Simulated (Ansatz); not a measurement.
Cost and result for the atomization energy of C$_{3}$H$_{5}$FOSi (`FCOC1=C[SiH2]1`) (11 atoms, 11 bonds).

```xyz
11

F    -1.546   -1.807   -0.705
C    -1.527   -0.484   -1.051
O    -0.230   -0.077   -1.319
C     0.525    0.182   -0.242
C     1.802    0.491   -0.046
Si    0.881    0.422    1.513
H    -1.952    0.084   -0.218
H    -2.095   -0.362   -1.974
H     2.690    0.625   -0.647
H     0.460    1.648    2.238
H     0.993   -0.722    2.452
```

Charge 0, multiplicity 1. All single points use the PBE0-D4/def2-TZVP geometry. It is one conformer, not always the lowest. Program: Ansatz. All runs use 4 threads of an Arm Neoverse V2 on a shared host. Times are those of one run each, without the atoms' runs, and a repeat can differ threefold. Electronic energies, without spin–orbit coupling; frozen cores. CCSD(T)/CBS adds CCSD(T) − MP2 in def2-TZVPP to the MP2 limit, and its time is that of the two runs behind it. T1 = 0.013. B3LYP takes the VWN-RPA correlation (the form of Gaussian; ORCA's B3LYP/G).

CCSD(T)/CBS is a level of theory with its own doubt, some kJ/mol a heavy atom from the limit and from the frozen cores, so smaller differences don't rank the functionals.

```json
{"level": "PBE-D4/def2-TZVPP (with forces)", "functions": "267", "wall time": "2.2 s", "atomization (kJ/mol)": "4407.8", "difference from CCSD(T)/CBS": "149.7", "per bond": "13.6"}
{"level": "PBE0-D4/def2-TZVPP", "functions": "267", "wall time": "2.8 s", "atomization (kJ/mol)": "4293.7", "difference from CCSD(T)/CBS": "35.6", "per bond": "3.2"}
{"level": "r2SCAN-D4/def2-TZVPP (with forces)", "functions": "267", "wall time": "4.1 s", "atomization (kJ/mol)": "4291.5", "difference from CCSD(T)/CBS": "33.4", "per bond": "3.0"}
{"level": "B3LYP-D4/def2-TZVPP (with forces)", "functions": "267", "wall time": "4.2 s", "atomization (kJ/mol)": "4255.2", "difference from CCSD(T)/CBS": "-2.9", "per bond": "-0.3"}
{"level": "B2PLYP/def2-TZVPP", "functions": "267", "wall time": "4.9 s", "atomization (kJ/mol)": "4216.6", "difference from CCSD(T)/CBS": "-41.5", "per bond": "-3.8"}
{"level": "ωB97X-V/def2-TZVPP", "functions": "267", "wall time": "7 s", "atomization (kJ/mol)": "4282.3", "difference from CCSD(T)/CBS": "24.2", "per bond": "2.2"}
{"level": "ωB97M-V/def2-TZVPP (with forces)", "functions": "267", "wall time": "10 s", "atomization (kJ/mol)": "4281.3", "difference from CCSD(T)/CBS": "23.2", "per bond": "2.1"}
{"level": "MP2/def2-QZVPP", "functions": "505", "wall time": "21 s", "atomization (kJ/mol)": "4324.7", "difference from CCSD(T)/CBS": "66.6", "per bond": "6.1"}
{"level": "CCSD(T)/def2-TZVPP", "functions": "267", "wall time": "3.3 min", "atomization (kJ/mol)": "4139.2", "difference from CCSD(T)/CBS": "-118.9", "per bond": "-10.8"}
{"level": "CCSD(T)/CBS(def2)", "functions": "–", "wall time": "3.7 min", "atomization (kJ/mol)": "4258.1", "difference from CCSD(T)/CBS": "0.0", "per bond": "0.0"}
```

From PBE to PBE0 (25 % exact exchange), in def2-TZVPP and without D4, the atomization energy moves by −110.6 kJ/mol: exact exchange takes away binding that semilocal exchange gives to molecules. The D4 term adds +35.7 kJ/mol with B3LYP and +18.8 kJ/mol with PBE0; it sums over pairs of atoms, weighted by their polarisabilities, and B3LYP, whose exchange is more repulsive, gets the larger term. In def2-TZVPP, CCSD(T) changes the Hartree–Fock value by +1149.2 kJ/mol (the triples alone add +83.1 kJ/mol) and MP2 by +1264.2 kJ/mol; breaking electron pairs costs correlation energy, which Hartree–Fock lacks.
